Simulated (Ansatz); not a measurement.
Basis-set extrapolation for CH₆B₂OS (PBE0-D4/def2-TZVP geometry, frozen core, Ansatz). Multiplicity 1, RHF reference.

```
                      def2-TZVPP   def2-QZVPP
                 HF  -563.209804  -563.228731
    MP2 correlation    -0.805250    -0.864253
CCSD(T) correlation    -0.888729      not run
```

Energies in hartree. Use E(X) = E(∞) + A·exp(−7.88·√X) for Hartree–Fock and E(X) = E(∞) + B·X^(−2.97) for correlation, with X = 3 and 4, and add CCSD(T) minus MP2 of the smaller set to the MP2 limit.

Q: What is the CCSD(T) energy at the basis-set limit?

A: HF limit: -563.228731 + (-0.018927) × 0.13774 = -563.23134. MP2 limit: -0.864253 + (-0.059003) × 0.74074 = -0.90796. Higher-order term: -0.888729 − (-0.805250) = -0.08348. Total: -564.22278 hartree, 326.2 kJ/mol below CCSD(T)/def2-TZVPP.
